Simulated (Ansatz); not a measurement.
HFGeO, SMILES `[OH][Ge][F]` (lower singlet; H–O–Ge–F torsion 0°) (charge 0, multiplicity 1). This singlet lies 3.28 eV below the relaxed triplet at the level frozen-core CCSD(T)/cc-pVTZ // B3LYP-D3(BJ)/def2-TZVP (Ansatz, a quantum-chemistry and plane-wave program).

Cartesian coordinates (Å):
```xyz
4

O     -1.0300     0.3117     0.0102
Ge     0.6341     0.9542    -0.0014
F      1.4811    -0.6124    -0.0156
H     -1.0853    -0.6535     0.0069
```
Charge 0, spin multiplicity 1.

Frozen-core energies in cc-pVDZ from Ansatz at a geometry from B3LYP-D3(BJ)/def2-TZVP; the HF reference has <S^2> = 0.00 and the T1 diagnostic is 0.016.

```json
[
 {"level": "HF", "energy (Ha)": "-2250.28599", "difference from CCSDT(Q) (mHa)": "499.56"},
 {"level": "MP2", "energy (Ha)": "-2250.75885", "difference from CCSDT(Q) (mHa)": "26.71"},
 {"level": "CCSD", "energy (Ha)": "-2250.77173", "difference from CCSDT(Q) (mHa)": "13.82"},
 {"level": "CCSD(T)", "energy (Ha)": "-2250.78342", "difference from CCSDT(Q) (mHa)": "2.13"},
 {"level": "CCSDT", "energy (Ha)": "-2250.78395", "difference from CCSDT(Q) (mHa)": "1.61"},
 {"level": "CCSDT(Q)", "energy (Ha)": "-2250.78555", "difference from CCSDT(Q) (mHa)": "0.00"}
]
```
